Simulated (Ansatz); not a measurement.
Calculated with Ansatz (gas phase, PBE0-D4/def2-TZVP geometries, no zero-point term in ΔE). CCSD(T)/CBS adds triple-zeta CCSD(T) − MP2 to the extrapolated MP2 energy (def2 sets, frozen cores). This one scheme is used for every species. Functionals use def2-TZVPP. Triplets are unrestricted, without spin–orbit coupling. Elements past krypton have def2 core potentials. For Sb outer-core shells are correlated without core-valence functions, which leaves a few kJ/mol of doubt a bond. Each species was taken in one conformer, which may not be the lowest.

Reaction (formal loss of a carbene): `CC[O][SbH][SiH3]` → `[CH2]` (triplet) + `C[O][SbH][SiH3]`

```json
{"species": "`CC[O][SbH][SiH3]`", "PBE0-D4 energy (Eh)": "-686.37245"}
{"species": "`[CH2]` (triplet)", "PBE0-D4 energy (Eh)": "-39.11641"}
{"species": "`C[O][SbH][SiH3]`", "PBE0-D4 energy (Eh)": "-647.08576"}
```

Task: Work out ΔE.

Result: ΔE = (-39.11641) + (-647.08576) − (-686.37245) = 0.17028 Eh = +106.9 kcal/mol. CCSD(T)/CBS gives +107.8 kcal/mol.

Largest T1 diagnostic among the species: 0.014.

In def2-TZVPP, CCSD(T) changes the Hartree–Fock value by +32.7 kcal/mol (the triples alone add +2.7 kcal/mol) and MP2 by +35.8 kcal/mol. The D4 term adds +2.3 kcal/mol with B3LYP and +1.3 kcal/mol with PBE0; it sums over pairs of atoms, weighted by their polarisabilities, and B3LYP, whose exchange is more repulsive, gets the larger term.

B3LYP here is the variant with VWN-RPA as its local correlation; programs differ in this.
